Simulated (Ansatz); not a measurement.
Consider the formal exchange of groups at the Sn–S bond: `N=C[S][SnH3]` + `C/C=N\[SiH3]` → `[SiH3]/N=[CH]\[SnH3]` + `CSC=N`.

Program: Ansatz. Geometries: PBE0-D4/def2-TZVP. ΔE: electronic, gas phase. CCSD(T)/CBS adds triple-zeta CCSD(T) − MP2 to the extrapolated MP2 energy (def2 sets, frozen cores). Double bonds are as drawn, so ΔE can hold a change between cis and trans. def2 core potentials past Kr. For Sn outer-core shells are correlated without core-valence functions, which leaves a few kJ/mol of doubt a bond. One conformer a species, not always the lowest.

`N=C[S][SnH3]`:

```xyz
9

N     0.737   -2.286    1.264
C     0.529   -1.190    0.684
S    -1.057   -0.593    0.158
Sn   -0.466    1.525   -0.843
H    -0.118   -2.823    1.409
H     1.374   -0.531    0.476
H    -1.314    2.753   -0.024
H    -0.903    1.479   -2.487
H     1.218    1.666   -0.637
```

`C/C=N\[SiH3]`:

Cartesian coordinates in Å:
```
C 0.715 -0.255 -1.398
C -0.201 -1.031 -0.506
N -0.697 -0.690 0.598
Si -0.562 0.750 1.546
H 1.642 -0.818 -1.551
H 0.256 -0.140 -2.385
H 0.954 0.728 -0.995
H -0.458 -2.030 -0.893
H 0.302 1.842 1.001
H -0.017 0.351 2.868
H -1.934 1.291 1.715
```

`[SiH3]/N=[CH]\[SnH3]`:

```xyz
11

Si    0.079    1.749    0.834
N     0.959    1.074   -0.503
C     0.850   -0.081   -0.989
Sn   -0.478   -1.728   -0.379
H    -0.898    0.772    1.408
H     1.056    2.140    1.878
H    -0.649    2.946    0.348
H     1.496   -0.338   -1.844
H    -0.166   -2.219    1.225
H    -2.120   -1.296   -0.536
H    -0.129   -3.021   -1.443
```

`CSC=N`:

```xyz
9

C    -1.192    0.781   -0.297
S     0.417    0.689   -1.084
C     1.194   -0.486   -0.069
N     0.633   -1.035    0.923
H    -1.773    1.509   -0.862
H    -1.086    1.104    0.738
H    -1.678   -0.192   -0.321
H     2.219   -0.679   -0.406
H     1.265   -1.691    1.378
```

| level | ΔE (kJ/mol) |
| --- | --- |
| HF/def2-TZVPP | 111.9 |
| SCS-MP2/def2-QZVPP | 98.4 |

Problem. What does CCSD(T)/CBS give? (Estimate.)

Solution. Computed: +98.0 kJ/mol. The listed levels differ from it by 13.9, 0.4 kJ/mol.

Largest T1 diagnostic among the species: 0.015.

The D4 term adds −3.1 kJ/mol with B3LYP and −1.5 kJ/mol with PBE0; it sums over pairs of atoms, weighted by their polarisabilities, and B3LYP, whose exchange is more repulsive, gets the larger term. In def2-TZVPP, CCSD(T) changes the Hartree–Fock value by −16.9 kJ/mol (the triples alone add −2.4 kJ/mol) and MP2 by −15.2 kJ/mol. From PBE to PBE0 (25 % exact exchange), in def2-TZVPP and without D4, ΔE moves by +4.2 kJ/mol.

B3LYP here is the variant with VWN-RPA as its local correlation; programs differ in this.
